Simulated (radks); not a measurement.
Values are calculated unless marked as measured or tabulated.
Kinetic energies: the exact non-interacting value of the Kohn-Sham orbitals and orbital-free approximations, as 100 (|E| - |E exact|)/|E exact|, negative where the magnitude is too small. Species: Cs [Xe] 6s1; Sn4+ [Kr] 4d10; Al2+ [Ne] 3s1; Fe3+ [Ar] 3d5. Level of theory: non-relativistic Kohn-Sham, LDA (Slater exchange, Perdew-Wang correlation), spin-polarised, spherical densities, point nucleus (a radial shooting solver on a logarithmic mesh with Libxc functionals). Every spin shell is full or empty, so the densities are truly spherical. Functionals are evaluated on that one density, not self-consistently.

functional,Cs,Sn4+,Al2+,Fe3+
exact (hartree),7546.74,6013.24,239.798,1257.70
Thomas-Fermi,-5.17,-5.29,-7.73,-6.55
von Weizsacker,-59.76,-58.46,-35.15,-47.92
TF + vW/9,-0.70,-0.68,-0.52,-0.77
Thakkar,-0.63,-0.57,-0.02,-0.41
Pearson,-0.92,-0.92,-1.84,-1.32
LKT,+18.44,+19.19,+33.26,+25.09
PG1,+14.46,+15.08,+27.14,+20.00
DePristo-Kress,-0.14,-0.10,+0.01,-0.09
